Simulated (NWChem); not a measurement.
System: CH$_{4}$BClOS; SMILES S(B(Cl)O)C

```xyz
9

B      0.3136     0.3873     0.0000
Cl    -0.3312     2.0581     0.0000
O      1.6509     0.1636     0.0000
H      2.1686     0.9838     0.0000
S     -0.8641    -0.9821     0.0000
C      0.2662    -2.4353     0.0000
H      0.8947    -2.4342    -0.8920
H     -0.3685    -3.3238     0.0000
H      0.8947    -2.4342     0.8920
```
Atoms are numbered in this order, from 1.

Level: B3LYP/6-31G* (spherical d) (NWChem), optimised geometry, unscaled harmonic frequencies. 

Q: List the harmonic frequencies with IR intensities, and the thermochemistry.

A: 
```tsv
frequency (cm⁻¹)	IR intensity (km/mol)
80	0.0
104	2.5
171	0.8
272	2.8
364	11.9
484	6.4
548	132.6
559	7.8
702	1.0
850	229.1
992	4.7
1009	11.3
1134	358.9
1339	182.6
1398	40.1
1503	7.5
1508	11.2
3086	18.0
3177	5.1
3179	5.7
3757	78.1
```

```
Item                                                                               Result
-----------------------------------------------------------------------  ----------------
zero-point energy                                                           37.5 kcal/mol
thermal correction to the enthalpy at 298.15 K (with zero-point energy)     42.2 kcal/mol
heat capacity Cv                                                         21.3 cal/(mol K)
entropy at 298.15 K and 1 atm (symmetry number 1)                        82.3 cal/(mol K)
dipole moment                                                                      2.53 D
```

Rigid rotor and harmonic oscillator; modes under 100 cm⁻¹ make the entropy uncertain.
